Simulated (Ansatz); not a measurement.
Basis-set extrapolation for `CNBCN` (PBE0-D4/def2-TZVP geometry, frozen core, Ansatz 0.2.0). Multiplicity 1, RHF reference.

```tsv
	def2-TZVPP	def2-QZVPP
HF	-214.671333	-214.682043
MP2 correlation	-0.880390	-0.939195
CCSD(T) correlation	-0.964243	not run
```

Energies in hartree. Use E(X) = E(∞) + A·exp(−7.88·√X) for Hartree–Fock and E(X) = E(∞) + B·X^(−2.97) for correlation, with X = 3 and 4, and add CCSD(T) minus MP2 of the smaller set to the MP2 limit.

**Question.** What is the CCSD(T) energy at the basis-set limit?

**Answer.** HF limit: -214.682043 + (-0.010710) × 0.13774 = -214.68352. MP2 limit: -0.939195 + (-0.058805) × 0.74074 = -0.98275. Higher-order term: -0.964243 − (-0.880390) = -0.08385. Total: -215.75012 hartree, 3.12 eV below CCSD(T)/def2-TZVPP.
